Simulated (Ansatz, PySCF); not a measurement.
B2ORh, SMILES [B][Rh-][B][O] (connectivity only; charge and spin as stated), charge -1, multiplicity 1. Atoms are numbered in the order given.

```xyz
4

Rh    -0.2230    -0.5489     0.0000
B      1.4394    -1.0968     0.0000
B      0.0384     1.4502     0.0000
O      0.2777     2.6589     0.0000
```
Charge -1, spin multiplicity 1.

Geometry: B3LYP-D3(BJ)/def2-SVPD. The spin state was assumed, not searched. The def2 effective core potentials stand for the cores of Rh; spin–orbit coupling is left out. The values are those of a single conformer.

Two levels are set side by side: PBE-D3(BJ)/def2-SVPD (Ansatz, an electronic-structure program) and B3LYP-D3(BJ)/def2-SVPD (Ansatz). Each level has its own optimised geometry; the coordinates shown are those of the second. Frequencies come from the Hessian of PySCF at each geometry. Differences are taken from unrounded values.

| quantity | B3LYP-D3(BJ) | PBE-D3(BJ) | PBE-D3(BJ) minus B3LYP-D3(BJ) |
|---|---|---|---|
| mean bond length (Å) | 1.666 | 1.668 | 0.002 |
| bond Rh1–B2 (Å) | 1.750 | 1.774 | 0.023 |
| bond Rh1–B3 (Å) | 2.016 | 1.985 | -0.031 |
| bond B3–O4 (Å) | 1.232 | 1.246 | 0.014 |
| highest harmonic wavenumber (cm⁻¹) | 1812 | 1746 | -66 |
| mean harmonic wavenumber (cm⁻¹) | 648 | 638 | -11 |
| zero-point energy (kcal/mol) | 5.56 | 5.47 | -0.09 |
